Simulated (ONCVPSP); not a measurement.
## sulfur (S): excitation energies, all-electron against ONCV

```
Element                 : S (Z = 16)
Generator               : ONCVPSP 4.0.1
Type                    : optimised norm-conserving Vanderbilt (ONCV)
Functional              : PBE
Relativity              : scalar-relativistic
Frozen core             : [Ne]
Valence charge          : 6
Reference configuration : 3s2 3p4
Partial waves           : 3s: rc 1.40 bohr, ncon 3, nbas 7, qcut 3.8 1/bohr, 2 projectors, debl 4 Ha; 3p: rc 1.40 bohr, ncon 5, nbas 9, qcut 6.2 1/bohr, 2 projectors, debl 3.7 Ha; d scattering state at 0.25 Ha: rc 1.50 bohr, ncon 4, nbas 8, qcut 6.9 1/bohr, 2 projectors, debl 3.7 Ha
Local potential         : polynomial inside 1.35 bohr (lpopt 5, dvloc0 3 Ha)
Core correction         : Teter function, fcfact 2, rcfact 1
```

Energies are relative to the spin-unpolarised reference configuration 3s2 3p4; without spin polarisation the order of configurations can differ from experiment.

```tsv
valence configuration	charge	ΔE all-electron (eV)	error AE − PS (meV)
3s2 3p3	+1	11.769	+0.2
3s2 3p1	+3	68.094	+47
```

Problem. What are ΔE and the potential's error for 3s0 3p6?

Solution. ΔE = 20.740 eV all-electron; the error (AE − PS) is -12 meV.

Problem. What are ΔE and the potential's error for 3s2 3p2?

Solution. ΔE = 34.052 eV all-electron; the error (AE − PS) is +8.7 meV.

Levels in the configuration 3s2 3p1:

| level | all-electron (eV) | pseudo (eV) |
| --- | --- | --- |
| 3s | -52.242 | -52.192 |
| 3p | -40.275 | -40.206 |
